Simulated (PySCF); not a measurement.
Radial density of Hg²⁺ (mercury, charge +2)

UHF, [Xe] 4f14 5d10, closed-shell 1S. Calculation: PySCF 2.14, in cc-pVDZ-PP with ECP60MDF (4s4p3d1f, 38 functions); a scalar-relativistic core potential. This is the valence pseudo-density: the core potential removes the inner electrons and smooths the orbitals near the nucleus.

```tsv
r (bohr)	4πr²ρ (e/bohr)
0.0418	1.184e-05
0.0703	3.951e-05
0.118	0.0001965
0.199	0.002522
0.335	0.1118
0.563	4.433
0.947	18.39
1.59	7.887
2.68	0.7836
4.51	0.01048
```

Energies and moments cover only the electrons outside the core potential. Spin-orbit coupling, which splits the p, d and f shells strongly at this Z, is absent.
